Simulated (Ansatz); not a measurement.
Coupled-cluster diagnostics for the cluster Cs₃H₄⁻, Ansatz.

Geometry of the singlet (PBE-D4/def2-TZVPD):

| atom | x (Å) | y (Å) | z (Å) |
| --- | --- | --- | --- |
| Cs1 | -1.975 | 1.626 | -3.441 |
| Cs2 | -0.029 | -0.010 | 0.012 |
| Cs3 | 2.006 | -1.614 | 3.424 |
| H4 | -2.452 | 1.710 | -0.805 |
| H5 | 2.185 | 0.677 | 2.044 |
| H6 | 0.210 | 0.122 | -3.053 |
| H7 | 0.055 | -2.510 | 1.819 |

In the def2 sets Cs takes a core potential; there is no spin–orbit coupling. Correlated methods freeze no core orbitals; core or outer-core shells of Cs are correlated, in sets that lack core-valence functions. Another isomer (singlet) lies 0.60 eV lower at PBE0-D4/def2-TZVPD; other spin states weren't run for this one.

Estimate the CCSD(T) correlation energy, the shares of MP2 and (T), T1 and the reference's ⟨S²⟩ for: charge -1, singlet, own geometry in def2-TZVPPD; and the rough time on 4 threads of Arm Neoverse V2 on a shared host.


```json
{"state": "charge -1, singlet, own geometry", "basis": "def2-TZVPPD", "correlation (eV)": "-16.920", "MP2 share (%)": "86.4", "(T) share (%)": "2.5", "T1": "0.012", "⟨S²⟩ (pure)": "0.00 (0.00)", "wall time": "59 s"}
```
Customary marks for T1 are 0.02 (closed shells), 0.045 (open shells) and about 0.05 (3d metals). T1 stays under 0.02 throughout.
